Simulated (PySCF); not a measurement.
## Basis and Hamiltonian dependence of the excitation energy of Te

Te [Kr] 4d10 5s2 5p4 (3P) → Te [Kr] 4d10 5s1 5p5 (3P). All values are computed (PySCF 2.14, energy differences of UHF-based or UKS calculations, no spin-orbit coupling). Values in eV.

| basis | Hamiltonian | functions | UHF | PBE | PBE0 | MP2 (valence) | CCSD(T) (valence) | CCSD(T) (valence and next inner shell) |
| --- | --- | --- | --- | --- | --- | --- | --- | --- |
| aug-cc-pVDZ-PP with ECP28MDF | ECP | 32 | 9.988 | 9.277 | 9.487 | 9.134 | 7.661 | n/a |
| aug-cc-pwCVDZ-PP with ECP28MDF | ECP | 48 | 9.985 | 9.276 | 9.486 | 9.148 | 7.658 | 7.981 |
| aug-cc-pVTZ-PP with ECP28MDF | ECP | 55 | 9.988 | 9.267 | 9.479 | 9.199 | 7.567 | n/a |
| x2c-TZVPPall | spin-free X2C | 60 | 10.019 | 9.144 | 9.393 | 9.237 | 8.125 | 8.399 |
| ANO-RCC-VTZP | spin-free X2C | 68 | 9.984 | 9.147 | 9.386 | 9.235 | 8.390 | 8.674 |
| x2c-TZVPPall with one added diffuse shell each of s, p, d, f type | spin-free X2C | 76 | 9.986 | 9.153 | 9.395 | 9.241 | 7.542 | n/a |
| def2-QZVPPD with the def2 core potential (28 electrons) | ECP | 91 | 9.987 | 9.268 | 9.479 | 9.194 | 7.553 | n/a |
| aug-cc-pVQZ-PP with ECP28MDF | ECP | 92 | 9.987 | 9.268 | 9.480 | 9.186 | 7.560 | n/a |
| aug-cc-pwCVTZ-DK3 | spin-free X2C | 109 | 9.979 | 9.164 | 9.400 | 9.223 | 7.607 | n/a |
| x2c-QZVPPall | spin-free X2C | 112 | 9.979 | 9.160 | 9.397 | 9.200 | 7.905 | n/a |
| aug-cc-pVQZ-PP with one added diffuse shell each of s, p, d, f, g type with ECP28MDF | ECP | 117 | 9.987 | 9.268 | 9.480 | 9.186 | n/a | n/a |
| x2c-QZVPPall with one added diffuse shell each of s, p, d, f type | spin-free X2C | 128 | 9.977 | 9.161 | 9.398 | 9.202 | n/a | n/a |
| aug-cc-pV5Z-PP with ECP28MDF | ECP | 139 | 9.987 | 9.268 | 9.480 | 9.185 | n/a | n/a |

Question: Estimate the row for aug-cc-pwCVTZ-DK3 with one added diffuse shell each of s, p, d, f type (spin-free X2C, 125 functions).

Answer: From the rows with the same Hamiltonian and similar size; the calculation gives UHF 9.98; PBE 9.16; PBE0 9.40; MP2 (valence) 9.22 (eV).

Frozen in the all-electron rows: valence and next inner shell: [Ar] 3d10; valence: [Kr] 4d10; with a core potential, the same shells as far as they lie outside it.

The upper state lies above the first ionisation limit, where it may autoionise and the basis confines it.
